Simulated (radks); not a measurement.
Values are calculated unless marked as measured or tabulated.
How relativity changes the ionisation of the boron ion B+ ([He] 2s2) to B2+ ([He] 2s1). Spin-unpolarised spherical Kohn-Sham, PBE, point nucleus unless stated (finite: rms radius 2.406 fm), a radial shooting solver on a logarithmic mesh with Libxc functionals. A level marked "c x" has the speed of light scaled by that factor.

non-rel.: E(B+) (hartree) -24.29343; E(B2+) (hartree) -23.35945; IE (eV) 25.415; HOMO 2s; <r> HOMO (bohr) 1.780
scalar-rel.: E(B+) (hartree) -24.30114; E(B2+) (hartree) -23.36689; IE (eV) 25.422; HOMO 2s; <r> HOMO (bohr) 1.779
scalar-rel., finite nucleus: E(B+) (hartree) -24.30114; E(B2+) (hartree) -23.36689; IE (eV) 25.422; HOMO 2s; <r> HOMO (bohr) 1.779
Dirac: E(B+) (hartree) -24.30114; E(B2+) (hartree) -23.36689; IE (eV) 25.422; HOMO 2s1/2; <r> HOMO (bohr) 1.779
Dirac, finite nucleus: E(B+) (hartree) -24.30114; E(B2+) (hartree) -23.36689; IE (eV) 25.422; HOMO 2s1/2; <r> HOMO (bohr) 1.779
Dirac, c x 0.75: E(B+) (hartree) -24.30714; E(B2+) (hartree) -23.37268; IE (eV) 25.428; HOMO 2s1/2; <r> HOMO (bohr) 1.779
Dirac, c x 0.85: E(B+) (hartree) -24.30410; E(B2+) (hartree) -23.36975; IE (eV) 25.425; HOMO 2s1/2; <r> HOMO (bohr) 1.779
Dirac, c x 10: E(B+) (hartree) -24.29351; E(B2+) (hartree) -23.35953; IE (eV) 25.415; HOMO 2s1/2; <r> HOMO (bohr) 1.780

NIST Atomic Spectra Database: 25.155 eV (measured). The relativistic part of the total energy of B+ is -0.007704 hartree (Dirac, finite nucleus), 0.032 % of the non-relativistic value. Spin polarisation and multiplet splitting of open shells are left out at every level.

Beside tabulated values, note that spin-unpolarised runs miss the spin-polarisation part of the exchange energy of open shells.
